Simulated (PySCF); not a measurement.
Sn(35+): ionisation energy

Sn(35+) [Ne] 3s2 3p3 (4S) → Sn(36+) [Ne] 3s2 3p2 (3P), as a difference of total energies. All numbers are calculated (PySCF 2.14, scalar relativity by spin-free X2C-1e, in an uncontracted even-tempered set (18 s from 5.9 bohr⁻², ratio 2.5; 12 p from 7.7 bohr⁻², ratio 2.5; 4 d from 32 bohr⁻², ratio 2.7; 4 f from 48 bohr⁻², ratio 2.7)). Correlated levels: outer shells: 1s2 frozen; virtual orbitals above 40 to 60 times the deepest correlated orbital energy dropped. The calculations carry no spin-orbit coupling.

```csv
method,ionisation energy (eV)
UHF,2334.6
MP2 (outer shells),2335.1
SCS-MP2 (outer shells),2334.8
CCSD (outer shells),2334.9
CCSD(T) (outer shells),2334.9
```

Spin-orbit coupling is strong in these open shells (close to jj coupling). The scalar numbers leave it out and a first-order estimate fails, so it can dominate the gap to the real levels.

Breit and QED terms and the two-electron picture change are absent.

For comparison: 2326 ± 9 eV (semi-empirical (NIST evaluation); NIST Atomic Spectra Database, ionization energies).
